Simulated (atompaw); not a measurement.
**How hard is this C (Z = 6) PAW (atompaw) potential?**

C, PAW, made with atompaw 4.2.0.5 (PBEsol, scalar-relativistic). Core [He], reference 2s2 2p1.5 (charge +0.5). Waves: 2s (bound): rc 2.20 bohr; 2s channel at -0.8 Ry: rc 1.05 bohr; 2p (bound): rc 2.20 bohr; 2p channel at 2.45 Ry: rc 2.20 bohr. Local part: troulliermartins scheme with l = 2 at 0 Ry, radius 1.90 bohr. Core correction: smooth core density matched at 1.95 bohr. Augmentation charge: besselshape compensation charge, radius 1.90 bohr; PAW radius 2.20 bohr; waves and projectors: custom polynom vanderbiltortho.

The pseudo-atom Hamiltonian at the reference potential is diagonalised in spherical Bessel functions j_l(qr) that vanish at 20 bohr, with q² up to the cutoff. All-electron valence levels (Ry): 2s -1.4154, 2p -0.7827.

Question: How do the lowest levels (Ry) of each channel move with the cutoff, and are there ghosts?

Answer:

```tsv
cutoff (Ry)	s #1	p #1	d #1	d #2	f #1	Σ f·Δε (mRy)
8	-1.4144	-0.7208	-0.0177	0.0649	0.0408	95.0
10	-1.4153	-0.7651	-0.0177	0.0649	0.0408	26.7
12	-1.4154	-0.7790	-0.0177	0.0648	0.0408	5.6
15	-1.4154	-0.7823	-0.0177	0.0648	0.0408	0.7
18	-1.4154	-0.7823	-0.0177	0.0648	0.0408	0.5
21	-1.4154	-0.7824	-0.0177	0.0648	0.0408	0.4
400	-1.4154	-0.7827	-0.0177	0.0647	0.0408	0.0
```

Result: no extra level below or beside the all-electron valence levels (s, p, d, f tested); 10 mRy is reached at 12 Ry and 1 mRy at 15 Ry.
